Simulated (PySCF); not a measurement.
PBE0 on S⁻ (sulfur, charge -1), [Ne] 3s2 3p5, 2P determinant. Computed with PySCF 2.14 in aug-cc-pV(T+d)Z (6s5p4d2f, 55 functions), with the non-relativistic Hamiltonian (point nucleus).

```
cycle= 1 E= -398.056482469408  delta_E= -0.00607  |g|= 0.0179  |ddm|= 0.147
cycle= 2 E= -398.0566472866  delta_E= -0.000165  |g|= 0.0122  |ddm|= 0.0532
cycle= 3 E= -398.056750019133  delta_E= -0.000103  |g|= 0.00546  |ddm|= 0.0312
cycle= 4 E= -398.056770071915  delta_E= -2.01e-05  |g|= 0.000849  |ddm|= 0.00831
cycle= 5 E= -398.056771587228  delta_E= -1.52e-06  |g|= 0.000133  |ddm|= 0.00393
cycle= 6 E= -398.056771658378  delta_E= -7.11e-08  |g|= 1.98e-05  |ddm|= 0.00108
cycle= 7 E= -398.056771659538  delta_E= -1.16e-09  |g|= 2.43e-06  |ddm|= 0.000151
cycle= 8 E= -398.056771659548  delta_E= -1.06e-11  |g|= 2.84e-07  |ddm|= 1.23e-05
converged SCF energy = -398.056771659548  <S^2> = 0.75583113  2S+1 = 2.0058227
```

Highest occupied orbital energy: 0.122 eV; ⟨L²⟩ = 2.03; populations by l: s 6.00, p 11.00, d 0.00, f 0.00.

**Question.** Can this result be used?

**Answer.** With care. The calculation finished and met its thresholds. At PBE0 the highest occupied level has a positive energy, so only the finite basis holds that electron; in a semilocal or global hybrid functional this comes from self-interaction and does not mean that the real anion is unbound.
